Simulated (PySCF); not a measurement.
# Caesium: a sound run and one with changed settings

Sound run: Cs²⁺ [Kr] 4d10 5s2 5p5, Cs³⁺ [Kr] 4d10 5s2 5p4. All numbers are calculated (PySCF 2.14, scalar relativity through the core potential, in def2-TZVP with the def2 core potential (46 electrons)). In the sound run the correlated levels freeze 5s2 outside the core potential. The sound run starts from symmetry-adapted Hartree-Fock orbitals and uses a fine grid where one is needed.

Changed run: initial guess atom, at most 50 SCF cycles.

| species | method | sound run (hartree) | changed run (hartree) | converged |
| --- | --- | --- | --- | --- |
| Cs²⁺ | UHF | -18.89059 | -18.89059 | yes |
| Cs²⁺ | LDA | -19.05187 | -19.05187 | yes |
| Cs²⁺ | CCSD(T) | -18.95061 | -18.95061 | yes |
| Cs³⁺ | M06-L | -17.89004 | -17.89004 | yes |
| Cs³⁺ | MP2 | -17.72446 | -17.72446 | yes |

Here the plain start reaches the same solutions.
